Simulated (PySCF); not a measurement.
**Dipole response of P (phosphorus, neutral)**

[Ne] 3s1 3p3 4s1, high-spin 6S determinant (an excited configuration). All numbers are calculated (PySCF 2.14, no relativity, point nucleus, in aug-cc-pwCVQZ). Coupled (time-dependent) response in atomic units; α is the mean over directions.

```tsv
method	mean α (bohr³)	C₆ (like pair)	S(−4)
r2SCAN0	448.1	6867	233900
```

S(−4) is the Cauchy moment in α(ω) = α(0) + S(−4) ω² + …

α(iu) at r2SCAN0:

```json
{"u (hartree)": "0", "α(iu) (bohr³)": "448.1"}
{"u (hartree)": "0.0500", "α(iu) (bohr³)": "198.6"}
{"u (hartree)": "0.100", "α(iu) (bohr³)": "80.86"}
{"u (hartree)": "0.200", "α(iu) (bohr³)": "30.61"}
{"u (hartree)": "0.300", "α(iu) (bohr³)": "18.39"}
{"u (hartree)": "0.500", "α(iu) (bohr³)": "9.779"}
{"u (hartree)": "0.750", "α(iu) (bohr³)": "5.587"}
{"u (hartree)": "1.00", "α(iu) (bohr³)": "3.601"}
{"u (hartree)": "1.50", "α(iu) (bohr³)": "1.859"}
{"u (hartree)": "2.00", "α(iu) (bohr³)": "1.149"}
{"u (hartree)": "3.00", "α(iu) (bohr³)": "0.5874"}
{"u (hartree)": "5.00", "α(iu) (bohr³)": "0.2613"}
```

A single London oscillator, α(iu) = α/(1 + u²/ω²), gives C₆ = (3/4) ω α². Matching the computed C₆ needs ω = 4 × 6867 / (3 × 448.1²) = 0.0456 hartree.

The outer electron is Rydberg-like, and this basis confines it to a smaller radius and binds it less than a complete one would.
